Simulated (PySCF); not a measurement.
C₄H₆OSe, SMILES C1(CO[C@H]1[SeH])=C.

Geometry: PBE-D3(BJ)/def2-SVP. The structure was generated by enumeration; whether it is a known compound was not checked. The values are those of a single conformer.

Computed with PySCF with PBE-D3(BJ)/def2-SVP.

Frequencies are harmonic and unscaled.

| mode | ν (cm⁻¹) | IR (km/mol) | moving atoms (share of kinetic energy) |
|---|---|---|---|
| 1 | 87 | 1.5 | C 48 %, H 32 %, O 16 % |
| 2 | 128 | 1.4 | C 51 %, Se 24 %, H 20 % |
| 3 | 213 | 7.5 | H 90 % |
| 4 | 270 | 1.8 | O 49 %, Se 24 %, C 20 % |
| 5 | 341 | 0.5 | C 56 %, H 35 % |
| 6 | 413 | 5.9 | C 66 %, H 27 % |
| 7 | 565 | 21.6 | H 59 %, C 36 % |
| 8 | 694 | 6.0 | H 70 %, C 27 % |
| 9 | 702 | 1.1 | C 51 %, H 31 %, O 18 % |
| 10 | 769 | 14.8 | H 61 %, C 33 % |
| 11 | 871 | 22.7 | H 53 %, C 35 %, O 12 % |
| 12 | 875 | 19.0 | H 68 %, C 29 % |
| 13 | 904 | 6.5 | H 55 %, C 29 %, O 16 % |
| 14 | 975 | 219.2 | C 54 %, O 39 % |
| 15 | 984 | 25.8 | H 47 %, C 44 %, O 9 % |
| 16 | 1001 | 12.6 | C 69 %, H 17 %, O 13 % |
| 17 | 1096 | 0.8 | H 89 % |
| 18 | 1131 | 13.9 | H 70 %, C 28 % |
| 19 | 1183 | 6.8 | H 63 %, C 32 % |
| 20 | 1224 | 2.9 | C 57 %, H 41 % |
| 21 | 1268 | 1.8 | H 67 %, C 29 % |
| 22 | 1370 | 6.6 | H 85 %, C 15 % |
| 23 | 1425 | 0.6 | H 91 %, C 9 % |
| 24 | 1741 | 12.3 | C 95 % |
| 25 | 2348 | 23.2 | H 99 % |
| 26 | 2944 | 49.5 | H 95 % |
| 27 | 2996 | 25.1 | H 90 %, C 10 % |
| 28 | 3003 | 12.2 | H 92 %, C 8 % |
| 29 | 3081 | 1.2 | H 95 % |
| 30 | 3180 | 1.7 | H 89 %, C 11 % |
